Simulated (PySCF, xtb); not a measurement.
HISTe, SMILES I[Te]S.

The structure is a stationary point at B3LYP-D3(BJ)/def2-SVP. The def2 effective core potentials stand for the cores of I, Te; spin–orbit coupling is left out. Other conformers were not sampled.

Method: PySCF with IEF-PCM-M06-2X/def2-SVP.

The values are the electrostatic part of the solvation free energy, E(continuum) − E(gas) at the gas-phase geometry, in a cavity of scaled van der Waals radii (PySCF's table); cavitation and dispersion terms are not included. In vacuum the orbital gap is 5.36 eV. The dipole moment in vacuum is 1.82 D.

Computed values in water (ε = 78.36), chlorobenzene (ε = 5.70), cyclohexanone (ε = 15.62):
```csv
solvent,ε,ΔG(elec) (kcal/mol),dipole (D),gap (eV)
water,78.36,-3.8,2.68,5.45
chlorobenzene,5.70,-2.8,2.45,5.43
cyclohexanone,15.62,-3.4,2.60,5.44
```

For comparison, GFN2-xTB/ALPB(water) (xtb, at the GFN2-xTB geometry, all terms of that model) gives -2.3 kcal/mol.
